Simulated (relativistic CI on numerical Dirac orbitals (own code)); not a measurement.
**Electric-dipole transitions in Cd33+**

Computed by Dirac-Coulomb-Breit CI, KLI orbitals optimised for each configuration, QED by a radiative potential, unscaled Slater integrals (own radial code, finite nucleus).

Configurations in the expansion (outside the closed core [Ne]): 3s²3p³, 3s3p⁴, 3s²3p²3d, 3p⁵, 3s3p³3d, 3p⁴3d, 3s3p²3d², 3s²3p3d4p, 3p⁴4s, 3s3p²3d4s, 3p⁴4p, 3s²3p²4s, 3s²3p²4p, 3p³3d4p, 3s²3p²4d, 3s3p³4s, 3s²3p²4f, 3s3p³4p, 3s3p³4d, 3s3p³4f, 3s²3p²5s, 3s²3p²5p, 3s²3p4s4p, 3s²3p²5d, 3s²3p²5f, 3s²3p²5g, 3s3p²4s², 3s3p³5s, 3s²3p3d², 3s²3d³, 3s3p3d³, 3s²3d²4s, 3s²3d²4p, 3s²3d²4d, 3p³3d², 3p²3d³, 3p²3d²4s, 3p²3d²4p, 3p²3d²4d, 3s²3p3d4s, 3s3p3d²4s, 3s²3d4s², 3s²3d4s4p, 3s²3d4s4d, 3s3p²3d4p, 3s3p3d²4p, 3s3p3d4s4p, 3s3p3d4p², 3s3p3d4p4d, 3p³3d4s, 3p²3d4s², 3p²3d4s4p, 3p²3d4s4d, 3s²3p4s², 3s3p3d4s², 3s²4s²4p, 3s²4s²4d, 3s²3p4p², 3s²3d4p², 3s²4s4p², 3s²4p³, 3s²4p²4d, 3s3p²4s4p, 3s3p4s²4p, 3s3p4s4p², 3s3p4s4p4d. Double excitations out of closed p, d and f shells are left out; levels of such configurations are missing from the list, as are those of other unlisted configurations, and high levels can miss mixing partners. These lack a partner that the ground configuration has and come out too high: 3s²3p²4f, 3s3p³4d, 3s3p³4f, 3s²3p²5s, 3s²3p²5p.

```csv
λ vac (nm),Lower,Upper,A (s⁻¹),gf,Branching (%)
6.1573,3s²3p²3d ⁴F5/2 [10],3s²3p3d² ⁴P°3/2 [108],2.42e+11,5.51e-01,56.4
6.1840,3s²3p²3d ⁴F3/2 [7],3s²3p3d² ⁴F°3/2 [84],3.00e+11,6.89e-01,81.4
6.2195,3s²3p³ ²P°3/2 [1],3s²3p²3d ⁴P1/2 [25],3.10e+11,3.59e-01,89.5
6.2428,3s²3p²3d ⁴F5/2 [10],3s²3p3d² ⁴F°5/2 [102],1.81e+11,6.34e-01,50.2
6.2564,3s²3p³ ²P°3/2 [1],3s²3p²3d ⁴D5/2 [23],1.80e+11,6.35e-01,77.9
6.3166,3s²3p³ ⁴S°3/2 [2],3s²3p²3d ²D3/2 [35],2.62e+11,6.27e-01,62.0
6.3272,3s²3p³ ⁴S°3/2 [2],3s²3p²3d ²D5/2 [34],1.21e+11,4.36e-01,33.0
6.3392,3s²3p³ ²P°3/2 [1],3s²3p²3d ⁴P3/2 [22],4.68e+11,1.13e+00,97.7
6.3477,3s²3p³ ⁴S°3/2 [2],3s²3p²3d ⁴P1/2 [33],3.78e+11,4.57e-01,91.8
6.4236,3s²3p³ ²D°5/2 [3],3s²3p²3d ²F7/2 [36],3.24e+11,1.60e+00,100.0
6.4334,3s²3p³ ²P°1/2 [4],3s²3p²3d ²D3/2 [38],2.85e+11,7.08e-01,88.9
6.4365,3s3p⁴ ⁴P5/2 [6],3s3p³3d ⁴D°7/2 [72],1.70e+11,8.45e-01,79.5
6.5069,3s3p⁴ ²D5/2 [16],3s3p³3d ²F°7/2 [118],2.03e+11,1.03e+00,80.5
6.5464,3s²3p³ ²P°3/2 [1],3s²3p²3d ⁴P5/2 [20],1.57e+11,6.04e-01,81.4
6.5514,3s²3p³ ²D°5/2 [3],3s²3p²3d ²D3/2 [35],1.28e+11,3.30e-01,30.4
6.5546,3s3p⁴ ⁴P5/2 [6],3s3p³3d ⁴P°5/2 [69],2.27e+11,8.77e-01,86.3
6.5628,3s²3p³ ²D°5/2 [3],3s²3p²3d ²D5/2 [34],2.39e+11,9.27e-01,65.2
6.5930,3s²3p²3d ⁴F9/2 [18],3s²3p3d² ⁴F°9/2 [124],2.73e+11,1.78e+00,77.2
6.8073,3s²3p²3d ⁴F9/2 [18],3s²3p3d² ⁴G°11/2 [122],9.48e+10,7.91e-01,87.9
7.0246,3s²3p²3d ⁴F3/2 [7],3s²3p3d² ⁴G°5/2 [64],1.12e+11,4.98e-01,93.7
7.3253,3s²3p³ ⁴S°3/2 [2],3s²3p²3d ²D5/2 [27],1.64e+11,7.90e-01,58.1
7.3366,3s²3p³ ²P°3/2 [5],3s3p⁴ ²P1/2 [46],4.16e+11,6.72e-01,98.8
7.4200,3s²3p³ ²P°3/2 [5],3s²3p²3d ²D5/2 [44],2.77e+11,1.37e+00,96.4
7.4723,3s²3p²3d ²F7/2 [30],3s²3p3d² ⁴P°5/2 [140],2.11e+11,1.06e+00,59.1
7.5033,3s²3p²3d ²G9/2 [32],3s3p³3d ²F°7/2 [144],2.55e+11,1.72e+00,79.3
7.5524,3s²3p³ ²P°3/2 [5],3s²3p²3d ²D3/2 [43],1.91e+11,6.55e-01,80.3
7.5626,3s²3p²3d ²F7/2 [36],3s²3p3d² ²G°9/2 [154],2.85e+11,2.44e+00,61.9
7.5977,3s²3p²3d ²G9/2 [32],3s²3p3d² ²G°9/2 [141],2.10e+11,1.82e+00,68.7
7.6274,3s²3p²3d ²G7/2 [24],3s3p³3d ²F°5/2 [115],2.08e+11,1.09e+00,52.2
7.6430,3s²3p³ ²D°5/2 [3],3s²3p²3d ²D5/2 [27],7.44e+10,3.91e-01,26.4
7.7167,3s²3p³ ²P°1/2 [4],3s²3p²3d ²P1/2 [29],1.96e+11,3.50e-01,95.0
7.7259,3s²3p³ ²D°5/2 [3],3s²3p²3d ²P3/2 [26],1.42e+11,5.10e-01,65.2
7.9040,3s²3p²3d ⁴F9/2 [18],3s3p³3d ⁴D°7/2 [97],9.84e+10,7.37e-01,37.4
7.9083,3s²3p²3d ²P3/2 [13],3s3p³3d ²D°5/2 [80],1.15e+11,6.48e-01,73.2
7.9766,3s²3p²3d ²D5/2 [44],3s²3p3d² ²F°7/2 [169],3.61e+11,2.76e+00,92.4
8.0823,3s²3p²3d ⁴P5/2 [20],3s3p³3d ⁴D°7/2 [97],9.89e+10,7.75e-01,37.6
8.0840,3s²3p³ ²D°5/2 [3],3s²3p²3d ²G7/2 [24],5.67e+10,4.45e-01,100.0
8.1316,3s²3p³ ²D°5/2 [3],3s²3p²3d ⁴D5/2 [23],4.89e+10,2.91e-01,21.1
8.1352,3s²3p²3d ⁴F9/2 [18],3s²3p3d² ⁴G°9/2 [95],7.06e+10,7.00e-01,56.3
8.1544,3s²3p²3d ⁴F7/2 [15],3s²3p3d² ²G°9/2 [82],7.70e+10,7.68e-01,76.5
8.2546,3s²3p²3d ²D5/2 [27],3s²3p3d² ²G°7/2 [112],1.43e+11,1.17e+00,44.7
8.3076,3s²3p²3d ²G7/2 [24],3s²3p3d² ²H°9/2 [104],1.17e+11,1.21e+00,94.7
8.3347,3s²3p³ ²P°3/2 [1],3s²3p²3d ⁴F5/2 [10],3.94e+10,2.46e-01,96.8
8.4487,3s²3p³ ²P°3/2 [1],3s3p⁴ ⁴P3/2 [9],5.29e+10,2.27e-01,88.2
8.8440,3s²3p²3d ⁴F5/2 [10],3s3p³3d ⁴G°7/2 [55],5.70e+10,5.35e-01,86.8
```

Terms are leading LS components. Brackets give the number of a level in order of energy, since labels repeat. The list gives strong lines, with weight on those to low levels, without lines whose two gauges differ by over a factor of 2.5, among the lowest 400 of 7833 levels, so that lines to higher ones, which can be the strongest, are missing. Levels whose partners in the same complex of configurations lie outside the list can be far off, and so can their lines. Rates are taken at the computed energies, electric ones in the length gauge.

At this charge energies of transitions that change n are usually good to better than 1 %, and those within a shell (Δn = 0) to a few per cent.

Problem. From the table, what is the radiative lifetime of 3s²3p²3d ⁴D5/2?

Solution. The listed rates from this level add up to about 2.29e+11 s⁻¹, 99 % of its decay; with all channels τ = 4.32e-12 s.

LS names give the leading component of a level, which can be under half, so a name can repeat, a term be missing and a line seem to break the LS rules.
